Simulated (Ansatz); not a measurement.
Reaction (isomerisation): `OC[Te][SiH2]F` → `C[Te][SiH](O)F`

Program: Ansatz. Geometries: PBE0-D4/def2-TZVP. ΔE: electronic, gas phase. CCSD(T)/CBS adds triple-zeta CCSD(T) − MP2 to the extrapolated MP2 energy (def2 sets, frozen cores). Functionals use def2-TZVPP. B3LYP here is the variant with VWN-RPA as its local correlation; programs differ in this. Elements past krypton have def2 core potentials. For Te outer-core shells are correlated without core-valence functions, which leaves a few kJ/mol of doubt a bond. Each species was taken in one conformer, which may not be the lowest.

| level | ΔE (kJ/mol) | difference from CCSD(T)/CBS |
| --- | --- | --- |
| r2SCAN-D4 | -195.7 | 6.1 |
| PBE0-D4 | -189.9 | 11.9 |
| B3LYP-D4 | -193.3 | 8.5 |
| B2PLYP | -198.4 | 3.4 |
| PBE | -178.8 | 23.0 |
| r2SCAN | -195.4 | 6.4 |
| PBE0 | -188.9 | 12.9 |
| HF/def2-TZVPP | -208.1 | -6.3 |
| SCS-MP2/def2-QZVPP | -205.4 | -3.6 |
| CCSD/CBS(def2) | -204.6 | -2.8 |
| CCSD(T)/CBS | -201.8 | 0 |

Largest T1 diagnostic among the species: 0.012.

From PBE to PBE0 (25 % exact exchange), in def2-TZVPP and without D4, ΔE moves by −10.1 kJ/mol.

CCSD(T)/CBS has its own doubt, a few kJ/mol and more with outer-core shells, so smaller differences from it don't rank the levels.
